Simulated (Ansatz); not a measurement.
Stepwise reaction of `[OH][In]([Br])[Br]` with hydrogen fluoride, as a gas-phase model of exchange steps in deposition or etching. ΔE in kJ/mol; ΔG adds harmonic PBE0-D4 terms to CCSD(T)/CBS, at 1 bar.

Gas-phase electronic energies from Ansatz, PBE0-D4/def2-TZVP geometries. CCSD(T)/CBS is the MP2 limit (def2-TZVPP, def2-QZVPP) plus CCSD(T) − MP2 in def2-TZVPP, frozen cores. This one scheme is used for every species. Functionals use def2-TZVPP. B3LYP here is the variant with VWN-RPA as its local correlation; programs differ in this. def2 core potentials past Kr. For Br, In outer-core shells are correlated without core-valence functions, which leaves a few kJ/mol of doubt a bond. Scalar relativity is left out up to krypton. Each species was taken in one conformer, which may not be the lowest.

```tsv
step	reaction	PBE-D4	B3LYP-D4	ωB97M-V	CCSD(T)/CBS	ΔG(400 K)
1	`[OH][In]([Br])[Br]` + H–F → `[OH][In]([F])[Br]` + HBr	75.5	77.5	78.6	85.4	76.6
2	`[OH][In]([F])[Br]` + H–F → `[OH][In]([F])[F]` + HBr	78.7	80.3	81.2	87.6	78.6
```

**Question.** By hand: ΔE of the 2 steps together at CCSD(T)/CBS.

**Answer.** (85.4) + (87.6) = 173.0 kJ/mol, or 86.5 kJ/mol a step.

In ΔE the steps differ by no more than 2.2 kJ/mol. All are uphill at CCSD(T)/CBS. ΔG lies between 76.6 and 78.6 kJ/mol a step. PBE-D4 differs from CCSD(T)/CBS by -9.9 to -8.9 kJ/mol a step. Isolated molecules leave out the surface, adducts and barriers. Largest T1 diagnostic: 0.018.
